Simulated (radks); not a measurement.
Task: Species: In I. Configuration: [Kr] 4d9.5 5s1.5 5p2 (fractional occupations, a model configuration). Calculated with a radial shooting solver on a logarithmic mesh with Libxc functionals: Dirac Kohn-Sham, PBE, spin-unpolarised, spherical densities, finite nucleus; open shells fill j = l - 1/2 first; Fermi nuclear charge, rms radius 4.6156 fm. Some entries of the table are withheld. Estimate them.

orbital,occ.,eigenvalue (eV),<1/r> (bohr^-1)
1s1/2,2,(1),(2)
2s1/2,2,(3),12.00
2p1/2,2,-3875.866,11.98
2p3/2,4,-3664.997,11.19
3s1/2,2,-791.9890,4.228
3p1/2,2,-679.0047,4.135
3p3/2,4,-640.9116,3.942
3d3/2,4,(4),3.785
3d5/2,6,(5),3.735
4s1/2,2,(6),1.646
4p1/2,2,-86.4060,1.528
4p3/2,4,-79.7110,1.466
4d3/2,4,-22.3980,1.165
4d5/2,5.5,-21.5108,1.148
5s1/2,1.5,-9.5238,0.5138
5p1/2,2,(7),0.3854
5p3/2,0,(8),0.3666

Result: 
(1) 1s1/2 eigenvalue (eV): -27739.20
(2) 1s1/2 <1/r> (bohr^-1): 51.86
(3) 2s1/2 eigenvalue (eV): -4155.834
(4) 3d3/2 eigenvalue (eV): -441.1073
(5) 3d5/2 eigenvalue (eV): -433.3024
(6) 4s1/2 eigenvalue (eV): -123.3835
(7) 5p1/2 eigenvalue (eV): -3.5506
(8) 5p3/2 eigenvalue (eV): -3.1811
